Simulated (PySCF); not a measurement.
Ligands exchanged one at a time, In NH2-SH. Gas-phase values, no solvent. One relaxed conformer stands for each flexible species; it need not be the lowest. Strings in code marks are SMILES.

The T1 excitation (TDA) from two functionals at the same geometries (B3LYP-D3(BJ)/def2-TZVP), both in PySCF: PBE-D3(BJ)/def2-TZVP and B3LYP-D3(BJ)/def2-TZVP. B3LYP has the VWN-RPA correlation part, as in Gaussian. Excitations are Tamm–Dancoff values on a coarser integration grid. The basis has no diffuse functions, so Rydberg states are missing or too high.

```json
[
 {"species": "0 of 3 NH2 replaced by SH (`[NH2][In]([NH2])[NH2]`)", "B3LYP-D3(BJ)/def2-TZVP (eV)": "3.92"},
 {"species": "1 of 3 NH2 replaced by SH (`[SH][In]([NH2])[NH2]`)", "B3LYP-D3(BJ)/def2-TZVP (eV)": "4.02"},
 {"species": "2 of 3 NH2 replaced by SH (`[NH2][In]([SH])[SH]`)", "B3LYP-D3(BJ)/def2-TZVP (eV)": "3.84"},
 {"species": "3 of 3 NH2 replaced by SH (`[SH][In]([SH])[SH]`)", "B3LYP-D3(BJ)/def2-TZVP (eV)": "3.86"}
]
```

What does PBE-D3(BJ)/def2-TZVP give for each?


- 0 of 3 NH2 replaced by SH (`[NH2][In]([NH2])[NH2]`): 3.56
- 1 of 3 NH2 replaced by SH (`[SH][In]([NH2])[NH2]`): 3.63
- 2 of 3 NH2 replaced by SH (`[NH2][In]([SH])[SH]`): 3.48
- 3 of 3 NH2 replaced by SH (`[SH][In]([SH])[SH]`): 3.51
Over these rows, drawn at random from the members with no instability flagged (it was tested for open shells, ions and some series alone), PBE minus B3LYP-D3(BJ): mean -0.36 eV, from -0.38 eV to -0.34 eV.
